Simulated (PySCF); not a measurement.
From computed data to an observable: entropy of an ideal gas

1,1-difluorobuta-1,3-diene (C₄H₄F₂), SMILES C(C=C(F)F)=C.

Geometry: PBE0-D3(BJ)/def2-SVP. One conformer was computed; it need not be the lowest.

PySCF with PBE0-D3(BJ)/def2-SVP gives the harmonic wavenumbers 139, 173, 234, 390, 493, 619, 621, 684, 860, 917, 927, 1015, 1034, 1210, 1242, 1309, 1400, 1448, 1716, 1822, 3168, 3191, 3234, 3275 cm⁻¹ and the rotational temperatures 0.4720, 0.0938, 0.0782 K. The molar mass is 90.07 g/mol, the symmetry number 1, the spin multiplicity 1.

Task: Work out the entropy at 298.15 K and 1 atm in the rigid-rotor, harmonic-oscillator model.

Result: 
Translation (Sackur–Tetrode at 1 atm): S = R[1.5 ln M + 2.5 ln T − 1.16487] = 164.9 J/(mol K).
Rotation: q = (√π/σ) T^1.5/√(θA θB θC) = 155000, S = R[ln q + 3/2] = 111.8 J/(mol K).
Vibration: with u = 1.4388 ν/T, each mode gives R[u/(e^u − 1) − ln(1 − e^−u)]:
```csv
ν (cm⁻¹),modes,u,S (J/(mol K))
139,1,0.67,11.79
173,1,0.83,10.05
234,1,1.13,7.73
390,1,1.88,4.18
493,1,2.38,2.83
619,1,2.99,1.75
621,1,3.00,1.74
684,1,3.30,1.36
860,1,4.15,0.68
917,1,4.43,0.55
927,1,4.47,0.52
1015,1,4.90,0.37
1034,1,4.99,0.34
1210,1,5.84,0.17
1242,1,5.99,0.15
1309,1,6.32,0.11
1400,1,6.76,0.08
1448,1,6.99,0.06
1716,1,8.28,0.02
1822,1,8.79,0.01
```
The stiffer modes add less than 0.005 each. Sum 44.5 J/(mol K).
Spin: R ln 1 = 0.0 J/(mol K).
Total 321.2 J/(mol K); the program's own thermochemistry gives 321.2. Translation makes up 51 % and vibration 14 %. Anharmonicity, hindered rotation and orbital degeneracy are left out.
